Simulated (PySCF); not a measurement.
An equivalent PySCF input for F(3+) (fluorine, charge +3), [He] 2s2 2p2, high-spin 3P determinant, with the non-relativistic Hamiltonian (point nucleus):

```python
from pyscf import gto, scf, dft, mp, cc
import basis_set_exchange as bse
mol = gto.M(atom="F 0 0 0", charge=3, spin=2, symmetry="D2h",
            basis=gto.basis.parse(bse.get_basis("aug-cc-pVQZ", elements=["F"], fmt="nwchem")))
mf = dft.UKS(mol, xc="0.53*HF + 0.47*B88, 0.73*LYP")
mf.irrep_nelec = {'Ag': (2, 2), 'B1u': (1, 0), 'B2u': (1, 0)}
mf.kernel()
```

It reaches the same state as the run whose output follows, with an energy that differs only through the grid. The run itself started from symmetry-adapted Hartree-Fock orbitals and held the occupation by maximum overlap, on a logarithmic radial grid, so the iterations belong to that start.

```
SCF conv_tol = 1e-09
number electrons alpha = 4  beta = 2
XC functionals = 0.53*HF + 0.47*B88, 0.73*LYP
    A. D. Becke.,  Phys. Rev. A 38, 3098 (1988)
    C. Lee, W. Yang, and R. G. Parr.,  Phys. Rev. B 37, 785 (1988)
    B. Miehlich, A. Savin, H. Stoll, and H. Preuss.,  Chem. Phys. Lett. 157, 200 (1989)
cycle= 1 E= -95.4577266906182  delta_E= -0.00312  |g|= 0.016  |ddm|= 0.137
cycle= 2 E= -95.4577790193014  delta_E= -5.23e-05  |g|= 0.00233  |ddm|= 0.00697
cycle= 3 E= -95.4577802717936  delta_E= -1.25e-06  |g|= 9.72e-05  |ddm|= 0.00116
cycle= 4 E= -95.4577802733012  delta_E= -1.51e-09  |g|= 8.22e-06  |ddm|= 0.000127
cycle= 5 E= -95.4577802733116  delta_E= -1.03e-11  |g|= 2.8e-07  |ddm|= 5.04e-06
converged SCF energy = -95.4577802733116  <S^2> = 2.0020237  2S+1 = 3.0013488
```
